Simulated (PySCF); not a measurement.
C3H5Cl2F, SMILES ClC([C@H](F)C)Cl. Geometry optimised at PBE0-D3(BJ)/def2-SVP. The structure was generated by enumeration; whether it is a known compound was not checked. The values are those of a single conformer.

Question: Give the equilibrium geometry at PBE0-D3(BJ)/def2-SVP (PySCF confirms it by a frequency run) as a Z-matrix. (The exact figures need the calculation; the answer reports its results.)

Answer: Several could match; the one computed here: 
```
C
F 1 1.3676
H 1 1.1056 2 107.89
C 1 1.5096 3 110.47 2 119.77
H 4 1.0987 1 110.20 3 -179.96
H 4 1.0987 5 108.87 1 -119.77
H 4 1.0998 5 108.98 6 -118.18
C 1 1.5235 3 105.82 2 -116.95
H 8 1.0975 1 109.87 3 -62.98
Cl 8 1.7756 9 106.91 1 -119.77
Cl 8 1.7770 9 106.93 1 121.51
```
Charge 0, spin multiplicity 1.
